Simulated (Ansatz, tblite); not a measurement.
Forces on the cluster Cu3F4 at its r2SCAN-D4/def2-SVP geometry. The state is a doublet with charge 0.

The xTB rows come from tblite. Another isomer (doublet) lies 0.03 eV lower at PBE0-D4/def2-TZVP.

GFN1-xTB (tblite), largest force 0.46 eV/Å:

```xyz
7
positions Å, forces eV/Å
Cu    0.374   -1.386    0.405    0.025    0.101   -0.097
Cu    0.660    1.111    0.624    0.114    0.121    0.223
Cu   -1.203    0.205   -0.755   -0.264   -0.062   -0.058
F    -0.994    1.903    0.092   -0.146    0.211    0.058
F     0.774    0.243   -1.204    0.297   -0.089   -0.342
F    -1.187   -1.711   -0.607   -0.116   -0.192    0.033
F     1.577   -0.366    1.444    0.089   -0.092    0.184
```

GFN2-xTB (tblite), largest force 0.87 eV/Å:

```
Cu 0.284 -0.696 0.077
Cu 0.530 0.663 0.182
Cu -0.576 0.127 -0.637
F -0.168 0.110 0.153
F 0.070 0.074 -0.140
F -0.076 -0.142 0.178
F -0.063 -0.135 0.187
```

r2SCAN-D4/def2-TZVP (Ansatz), largest force 0.24 eV/Å:

```
Cu 0.001 -0.204 0.136
Cu 0.030 0.163 0.127
Cu -0.197 0.053 -0.043
F 0.011 0.020 -0.029
F 0.087 0.038 -0.141
F 0.022 -0.042 -0.033
F 0.046 -0.029 -0.017
```
